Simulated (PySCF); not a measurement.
Computed shifts of a molecule CH11NOSi3, PySCF with PBE/pcSseg-1, GIAO, gas phase, atoms alike by connectivity averaged where their shifts nearly agree, in ppm (number of nuclei): ¹³C: 4.4 (1). ²⁹Si: -8.0 (1), -39.0 (1), -110.0 (1). ¹⁵N: 52.6 (1). ¹H: 5.96 (1), 5.26 (2), 3.66 (3), 1.55 (2), 0.81 (3). References: ¹³C against TMS (σ = 182.0 ppm); ²⁹Si against TMS (σ = 335.4 ppm); ¹⁷O against H2O (σ = 334.3 ppm); ¹⁵N against NH3 (σ = 267.0 ppm); ¹H against TMS (σ = 31.49 ppm), references at their B3LYP-D3(BJ)/def2-TZVP geometries, non-relativistic. Coordinates come from a B3LYP-D3(BJ)/def2-SVP optimisation. Other conformers were not sampled.

Task: Which molecule gave these data?
(A) N[Si@H]([SiH3])OC[SiH3]
(B) CN[SiH2][SiH2][SiH2]O
(C) C[Si@@H]([SiH3])O[SiH2]N
(D) O[Si@@H]([SiH3])CN[SiH3]

Result: C, C[Si@@H]([SiH3])O[SiH2]N
